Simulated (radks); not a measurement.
Values are calculated unless marked as measured or tabulated.
Numerical settings for neutral palladium, [Kr] 4d10. Code: a radial shooting solver on a logarithmic mesh with Libxc functionals. Model: scalar-relativistic Kohn-Sham, r2SCAN, spin-polarised, spherical densities, finite nucleus; meta-GGA in the generalised Kohn-Sham scheme; Fermi nuclear charge, rms radius 4.5318 fm. The defaults (mesh step 0.008 in ln r, mesh end at 40 bohr or more with all orbitals vanishing there, Anderson mixing 0.5 over 9 steps, residual threshold near 1e-9 with the energy settled to 1e-9 hartree or 1e-11 of itself, here a cap of 92 iterations) give E = -5046.499 hartree and 4d at -4.022 eV in 13 iterations. Run on one thread of a shared host, so times are rough (Intel(R) Xeon(R) Platinum 8559C): 0.19 s of CPU time, 0.19 s wall, 13 iterations on 2381 mesh points. Changes against that run (0 stands for a change within the tolerance of the run):

setting                    iterations  converged  E (mhartree)  e(4d) (meV)  CPU (s)
mesh step in ln r 0.005            13        yes             0      +0.0059     0.28
mesh step in ln r 0.12              2         no      diverged            -     0.01
mesh step in ln r 0.012            11        yes             0     -0.00566     0.12
mesh end (bohr) 12                 13        yes      +0.00872        +1.53     0.18
mesh end (bohr) 5                  13        yes         +45.3    +1.51e+03     0.17
residual threshold 1e-13           73        yes             0      -0.0148     0.51
residual threshold 0.001           10        yes             0       +0.842     0.15
mixing 1                           13        yes             0      -0.0172     0.19
linear mixing, mixing 0.2          62        yes             0       -0.014      0.7
linear mixing, mixing 0.8          29         no      diverged            -     0.73
mixing history 20                  13        yes             0      -0.0201     0.19
iteration cap 8                     8         no             0        -9.16     0.13

Settings that end as converged yet miss the energy by more than 1 mhartree: mesh end (bohr) 5 (+0.0453 hartree). A mesh that ends early acts as a hard wall.
